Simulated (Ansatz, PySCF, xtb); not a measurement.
Noncovalent pair: stibine (SMILES [SbH3]) (first 4 atoms) with stibine (SMILES [SbH3]); geometry from B3LYP-D3(BJ)/def2-TZVP.
(charge 0, multiplicity 1):
```xyz
8

Sb     0.345    -0.322    -0.420
H      1.607    -0.271     0.738
H     -0.448    -1.570     0.446
H     -0.533     0.878     0.431
Sb    -0.460    -0.073     3.875
H     -0.053     1.532     3.436
H     -1.098     0.457     5.379
H     -1.995     0.061     3.129
```

Interaction energies are E(AB) − E(A) − E(B) at the monomers' geometry in the complex; basis-set methods are counterpoise corrected. Rows marked so take none.

Rows in STO-3G carry no dispersion term and start afresh at each structure; the Pople sets are all-electron and without relativity.

The values were computed with Ansatz (a quantum-chemistry and plane-wave program) with Gaussian orbitals; PySCF for STO-3G rows; xtb for the GFN methods. Each number belongs to the level named beside it. In def2 rows elements past Kr take small-core potentials, without spin–orbit coupling.

Q: One of these levels gives 0.90 kcal/mol for the interaction energy. Which one is it?
A. GFN2-xTB
B. HF/STO-3G (no counterpoise)
C. GFN-FF
D. PBE0/def2-TZVPPD

A: B, HF/STO-3G (no counterpoise). The others give -1.26 (GFN-FF), -2.20 (GFN2-xTB), -0.30 (PBE0/def2-TZVPPD)
